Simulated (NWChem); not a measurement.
Molecule: GaIF₂; SMILES [F][Ga]([F])[I]

```xyz
4

Ga     0.0000     0.0000     1.1026
F      0.0000    -1.4661     2.0338
F      0.0000     1.4661     2.0338
I      0.0000     0.0000    -1.3356
```
Atoms are numbered in this order, from 1.

Geometry: optimised at PBE0/def2-SVP. No frequency run checked for a minimum. def2 effective core potentials on I; no spin-orbit coupling.

Symmetry labels are those of C2v in the frame above (b1 and b2, or b-type labels, depend on it).

**Question.** List the 4 lowest vertical singlet excitations from CAM-B3LYP/def2-SVPD with def2 effective core potentials on I, TDA (NWChem).

**Answer.** 
| state | energy (eV) | oscillator strength | symmetry | leading excitation (squared amplitude) |
|---|---|---|---|---|
| S1 | 4.87 | 0.011 | b2 | HOMO → LUMO (0.97) |
| S2 | 4.98 | 0.015 | b1 | HOMO−1 → LUMO (0.97) |
| S3 | 5.95 | 0.000 | a2 | HOMO → LUMO+1 (0.99) |
| S4 | 6.30 | 0.002 | a1 | HOMO−1 → LUMO+1 (0.78) |
